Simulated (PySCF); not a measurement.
PySCF input file for CH10FNSi3, SMILES [SiH2](C)[Si@@H](N)[SiH2]F, KT2/pcSseg-1. The structure is a stationary point at PBE-D3(BJ)/def2-SVP. The structure was generated by enumeration; whether it is a known compound was not checked. Other conformers were not sampled.

```python
import numpy as np
from pyscf import gto, scf, dft
from pyscf.prop.nmr import rks as nmr

mol = gto.M(
    atom='''
    C     2.97595262    0.94123806    0.00549421
    Si    1.77749123    0.02056750    1.15232134
    Si   -0.04452698   -0.82524871   -0.07711622
    N    -1.04379092   -1.81632720    0.97458123
    Si   -1.37203466    0.98199419   -0.77411340
    F    -2.73006812    0.43340699   -1.53907920
    H     3.34972077    0.26761563   -0.79138747
    H     3.84729096    1.32770973    0.57124041
    H     2.47192664    1.80073394   -0.48077551
    H     2.48153344   -1.12638967    1.83795322
    H     1.26822142    0.94226150    2.23183780
    H     0.52070274   -1.48696267   -1.32576041
    H    -1.94037203   -2.13949915    0.59807546
    H    -0.58711767   -2.58458207    1.47521431
    H    -1.82039600    1.81204443    0.39938607
    H    -0.62309096    1.87088561   -1.73438880
    ''',
    basis='pcSseg-1',
    charge=0,
    spin=0,
    max_memory=1600,
    verbose=3,
)
mf = dft.RKS(mol, xc='kt2').density_fit(auxbasis='def2-universal-jkfit')
mf.grids.level = 3
mf.conv_tol = 1e-10
mf.max_cycle = 100
mf.kernel()
n = nmr.NMR(mf)
n.verbose = 2
n.max_cycle_cphf = 60
sigma = n.kernel()
print('atom   isotropic/ppm   span/ppm')
for i, s in enumerate(sigma):
    w = np.linalg.eigvalsh((s + s.T) / 2)
    print(f'{mol.atom_symbol(i):2s}{i + 1:3d} {w.mean():14.3f} {w[2] - w[0]:11.3f}')
```

It prints:

```
converged SCF energy = -1077.69036571883
atom   isotropic/ppm   span/ppm
C   1        191.271      11.417
Si  2        434.030      84.723
Si  3        404.562     133.570
N   4        263.811      72.679
Si  5        342.057     214.094
F   6        424.974      87.035
H   7         30.815      11.160
H   8         30.519      12.701
H   9         31.140      11.409
H  10         26.999       7.972
H  11         27.076       7.404
H  12         25.491       8.017
H  13         30.748      19.558
H  14         31.145      18.966
H  15         25.093       7.323
H  16         25.282       7.263
```

Self-consistency was reached.
